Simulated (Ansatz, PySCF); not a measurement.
This Ansatz (a program for electronic structure) input computes a SVWN5/def2-TZVPD energy:

Ansatz 0.2 input:
```yaml
crystal:
  periodic: [false, false, false]
  atoms:
    - {symbol: Te, position_ang: [-0.00255578, -0.25072198, 0.06810563]}
    - {symbol: F, position_ang: [2.05783164, -0.11350713, 0.01357017]}
    - {symbol: F, position_ang: [0.01659338, 1.62780796, -0.44217460]}
    - {symbol: F, position_ang: [-2.05965827, -0.06568495, 0.03510521]}
basis:
  gaussian:
    orbitals: def2-TZVPD
hamiltonian:
  xc: {name: SVWN5}
total_charge: -1
output: {forces: true}
```

Q: Write an input for the same energy in PySCF and say what it gives.

A: 
```python
from pyscf import gto, scf, dft

mol = gto.M(
    atom='''
    Te   -0.00255578   -0.25072198    0.06810563
    F     2.05783164   -0.11350713    0.01357017
    F     0.01659338    1.62780796   -0.44217460
    F    -2.05965827   -0.06568495    0.03510521
    ''',
    basis='def2-tzvpd',
    ecp='def2-tzvp',
    charge=-1,
    spin=0,
    verbose=4,
)

mf = dft.RKS(mol, xc='svwn').density_fit(auxbasis='def2-universal-jkfit')
mf.grids.level = 3
mf.conv_tol = 1e-9
mf.max_cycle = 100
mf.max_memory = 1500
mf.kernel()
if not mf.converged:
    mf = mf.newton()
    mf.kernel(mf.make_rdm1())
mf.analyze()
```
It gives -565.55040 Eh, and Ansatz -565.55034 Eh, a difference of 0.06 mEh, from the treatment of integrals and grids.
